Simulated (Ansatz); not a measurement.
System: BHI2, charge 0, singlet. BHI2 (diiodoborane, SMILES IBI).
B3LYP-D3(BJ)/def2-TZVP minimum from Ansatz (a program for electronic structure):
```
B
H 1 1.1800
I 1 2.1136 2 118.54
I 1 2.1136 2 118.54 3 -180.00
```
Charge 0, spin multiplicity 1.

Total energies in def2-TZVPP, 18 correlated electrons, 19 frozen orbitals. UHF or UKS for unpaired electrons; spin-orbit terms are left out. Cores are frozen in correlated methods (noble-gas shells, and filled d and f shells in the p block). Past Kr the def2 sets carry scalar-relativistic core potentials. Spin-orbit terms, left out, reach several kcal/mol for Br and I, and more for heavier atoms.

```tsv
method	program	energy (Eh)	minus CCSDT(Q) (mEh)
HF	Ansatz	-618.63735	431.27
MP2	Ansatz	-619.01361	55.01
CCSD	Ansatz	-619.04708	21.54
CCSD(T)	Ansatz	-619.06647	2.15
CCSDT(Q)	Ansatz	-619.06862	0.00
```

Rough core times of Ansatz's runs on a shared machine: CCSD(T) under 20 s, CCSDT(Q) 30 min.
